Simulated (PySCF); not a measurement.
H$_{7}$Si$_{3}$ (SMILES [SiH2][SiH2][SiH3]), doublet, geometry from GFN2-xTB, with bond 7-2 at 1.3 times its length; HF/cc-pVDZ (PySCF).

The PySCF input:
```python
from pyscf import gto, scf

mol = gto.Mole()
mol.atom = '''
    Si    1.93979745    0.47165961    0.10091883
    Si    0.05332804   -0.63234908   -0.54160016
    Si   -1.87730055    0.14500050    0.46169226
    H     3.28672394    0.02470814   -0.26281169
    H     1.98987865    1.93358010    0.02028201
    H    -0.17751861   -0.71822834   -2.00276084
    H     0.34593805   -2.47018191   -0.07013040
    H    -2.94853390   -0.85021347    0.52993420
    H    -2.43260727    1.30498691   -0.23887599
    H    -1.61790441    0.57087873    1.83901062
'''
mol.basis = 'cc-pvdz'
mol.spin = 1
mol.verbose = 4
mol.build()

mf = scf.UHF(mol)
mf.init_guess = 'atom'
mf.kernel()
```

Problem. What does PySCF print? Leave out banner, timings and long lists.

Solution. 
```
PySCF version 2.14.0

[INPUT] verbose = 4
[INPUT] num. atoms = 10
[INPUT] num. electrons = 49
[INPUT] charge = 0
[INPUT] spin (= nelec alpha-beta = 2S) = 1
[INPUT] symmetry False subgroup None
[INPUT] Mole.unit = angstrom
[INPUT] Symbol           X                Y                Z      unit          X                Y                Z       unit  Magmom
[INPUT]  1 Si     1.939797450000   0.471659610000   0.100918830000 AA    3.665685917630   0.891307486919   0.190708949512 Bohr   0.0
[INPUT]  2 Si     0.053328040000  -0.632349080000  -0.541600160000 AA    0.100775390360  -1.194966576321  -1.023475971421 Bohr   0.0
[INPUT]  3 Si    -1.877300550000   0.145000500000   0.461692260000 AA   -3.547583892995   0.274011232925   0.872471925231 Bohr   0.0
[INPUT]  4 H      3.286723940000   0.024708140000  -0.262811690000 AA    6.211008093651   0.046691617647  -0.496642116434 Bohr   0.0
[INPUT]  5 H      1.989878650000   1.933580100000   0.020282010000 AA    3.760325669619   3.653936828909   0.038327444156 Bohr   0.0
[INPUT]  6 H     -0.177518610000  -0.718228340000  -2.002760840000 AA   -0.335461554913  -1.357254857501  -3.784669480604 Bohr   0.0
[INPUT]  7 H      0.345938050000  -2.470181910000  -0.070130400000 AA    0.653728170566  -4.667967287755  -0.132527249006 Bohr   0.0
[INPUT]  8 H     -2.948533900000  -0.850213470000   0.529934200000 AA   -5.571921539996  -1.606670605716   1.001430502040 Bohr   0.0
[INPUT]  9 H     -2.432607270000   1.304986910000  -0.238875990000 AA   -4.596961508926   2.466067856042  -0.451410198834 Bohr   0.0
[INPUT] 10 H     -1.617904410000   0.570878730000   1.839010620000 AA   -3.057396230626   1.078804450040   3.475226411967 Bohr   0.0

nuclear repulsion = 183.232585040729
number of shells = 36
number of NR pGTOs = 172
number of NR cGTOs = 89
basis = cc-pvdz
ecp = {}

******** <class 'pyscf.scf.uhf.UHF'> ********
method = UHF
initial guess = atom
damping factor = 0
level_shift factor = 0
DIIS = <class 'pyscf.scf.diis.CDIIS'>
diis_start_cycle = 1
diis_space = 8
diis_damp = 0
SCF conv_tol = 1e-09
SCF conv_tol_grad = None
SCF max_cycles = 50
direct_scf = True
direct_scf_tol = 1e-13
number electrons alpha = 25  beta = 24
Set gradient conv threshold to 3.16228e-05
Spherically averaged atomic HF for {'H', 'Si'}

******** <class 'pyscf.scf.atom_hf.AtomSphAverageRHF'> ********
method = AtomSphAverageRHF
initial guess = minao
damping factor = 0
level_shift factor = 0
DIIS = <class 'pyscf.scf.diis.CDIIS'>
diis_start_cycle = 1
diis_space = 8
diis_damp = 0
SCF conv_tol = 1e-09
SCF conv_tol_grad = None
SCF max_cycles = 50
direct_scf = True
direct_scf_tol = 1e-13
atom = Si
Set gradient conv threshold to 3.16228e-05
Initial guess from minao.
init E= -288.594779491576
cycle= 1 E= -288.621800137071  delta_E= -0.027  |g|=    0  |ddm|= 0.362
cycle= 2 E= -288.622455842216  delta_E= -0.000656  |g|=    0  |ddm|= 0.0898
cycle= 3 E= -288.622478263966  delta_E= -2.24e-05  |g|=    0  |ddm|= 0.00941
cycle= 4 E= -288.622478985369  delta_E= -7.21e-07  |g|=    0  |ddm|= 0.00447
cycle= 5 E= -288.622478985872  delta_E= -5.03e-10  |g|=    0  |ddm|= 7.64e-05
Extra cycle  E= -288.622478985872  delta_E= -1.71e-13  |g|=    0  |ddm|= 2.22e-06
Atomic HF for atom  Si  converged. SCF energy = -288.622478985872

******** 1 electron system ********
Atomic HF for atom  H  converged. SCF energy = -0.499278403419583

init E= -870.899275312056

cycle= 1 E= -870.726347509608  delta_E= 0.173  |g|= 0.185  |ddm|=  1.6
cycle= 2 E= -870.772367829372  delta_E= -0.046  |g|= 0.0595  |ddm|= 0.254
cycle= 3 E= -870.778692197732  delta_E= -0.00632  |g|= 0.0149  |ddm|= 0.12
cycle= 4 E= -870.77907543964  delta_E= -0.000383  |g|= 0.00618  |ddm|= 0.0286
cycle= 5 E= -870.779175028905  delta_E= -9.96e-05  |g|= 0.00246  |ddm|= 0.0186
cycle= 6 E= -870.779193832214  delta_E= -1.88e-05  |g|= 0.000872  |ddm|= 0.00993
cycle= 7 E= -870.779196267883  delta_E= -2.44e-06  |g|= 0.000325  |ddm|= 0.00358
cycle= 8 E= -870.779196642525  delta_E= -3.75e-07  |g|= 0.000174  |ddm|= 0.00116
cycle= 9 E= -870.779196793105  delta_E= -1.51e-07  |g|= 0.000112  |ddm|= 0.000757
cycle= 10 E= -870.779196877589  delta_E= -8.45e-08  |g|= 7.72e-05  |ddm|= 0.000608
cycle= 11 E= -870.779196932107  delta_E= -5.45e-08  |g|= 4.45e-05  |ddm|= 0.000602
cycle= 12 E= -870.779196953501  delta_E= -2.14e-08  |g|= 1.54e-05  |ddm|= 0.000523
cycle= 13 E= -870.779196955114  delta_E= -1.61e-09  |g|= 5.17e-06  |ddm|= 0.000144
cycle= 14 E= -870.779196955216  delta_E= -1.01e-10  |g|= 1.76e-06  |ddm|= 3.08e-05
Extra cycle  E= -870.77919695522  delta_E= -4.09e-12  |g|= 1.1e-06  |ddm|= 3.35e-06
converged SCF energy = -870.77919695522  <S^2> = 0.7602723  2S+1 = 2.0102461
```
